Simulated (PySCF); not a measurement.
**Substituent chemical shifts**

Parent skeleton `[CH3:1][C:2](=[O:3])[CH:4]=[C:5]([CH3:6])[O-:7]`; one hydrogen on atom 6 is replaced by X. Hydrogens on one atom are averaged.

- GIAO PBE0/pcSseg-1 shieldings
- geometry: GFN2-xTB
- program: PySCF 2.14
- a single conformation, rapidly exchanging positions averaged, relativity neglected, no solvent model

References, each an isolated molecule treated in the same way: ¹³C and ¹H against TMS; H2O for ¹⁷O.

Parent (X = H): C1 33.1, C2 187.0, O3 469.0, C4 95.9, C5 187.0, C6 33.1, O7 469.0, H(C1) 1.74, H(C4) 4.59 ppm. Effects are Δδ = δ(X) − δ(H), positive for deshielding.

**Question.** Give Δδ (ppm) for X = CH2OCH3, CN, CONH2.

**Answer.** 
```
      X                    SMILES    C1    C2     O3    C4    C5     C6      O7  H(C1)  H(C4)
CH2OCH3     COCC/C([O-])=C/C(C)=O  +0.9  +5.5  +28.9  +2.8  -2.2  +13.3   -34.8  +0.23  +0.20
     CN     CC(=O)/C=C(/[O-])CC#N  -0.6  +0.3  -27.2  +0.3  -7.3   -9.0    +0.9  -0.07  +0.10
  CONH2  CC(=O)/C=C(\[O-])CC(N)=O  +1.5  +7.4  +54.2  +6.6  -5.4  +17.9  -107.2  +0.37  +0.17
```

**Question.** Which position responds most, and to which substituents?

**Answer.** O7: from -107.2 ppm with CONH2 to +0.9 ppm with CN.

Unscaled 17O shifts of doubly bonded oxygen tend to come out too high, by tens of ppm or more. Experimental scales use liquid or dissolved standards, which lie at an offset from isolated H2O (liquid H2O: subtract about 36 ppm).
